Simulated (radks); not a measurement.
Values are calculated unless marked as measured or tabulated.
These are the eigenvalues of the occupied orbitals of an atom or ion with whole-number occupations (eV). Code: a radial shooting solver on a logarithmic mesh with Libxc functionals. Model: Dirac Kohn-Sham, revPBE, spin-unpolarised, spherical densities, finite nucleus; Fermi nuclear charge, rms radius of each element as measured or else 0.836 A^(1/3) + 0.57 fm.

1s1/2: -29042.54
2s1/2: -4421.157
2p1/2: -4132.783
2p3/2: -3902.063
3s1/2: -888.8132
3p1/2: -771.6187
3p3/2: -729.4489
3d3/2: -522.3767
3d5/2: -513.6687
4s1/2: -173.9999
4p1/2: -134.4640
4p3/2: -126.5437
4d3/2: -63.4999
4d5/2: -62.3001
5s1/2: -34.9928
5d3/2: -12.4054

Which element is it, and in what charge state? The configuration may be excited. Open shells, if any, fill j = l - 1/2 first.

Answer. Z = 50, tin, charge +2: Sn2+ in [Ar] 3d10 4s2 4p4 4d10 5s2 5d2. The list shows which subshells hold electrons but not how many an open one holds; the 1s level, -1067.3 hartree, gives Z - s = 46.2 by -(Z - s)^2/2, which with screening and relativity narrows Z to a few neighbours, and the depths of the outer levels then fix element, charge and occupations together.
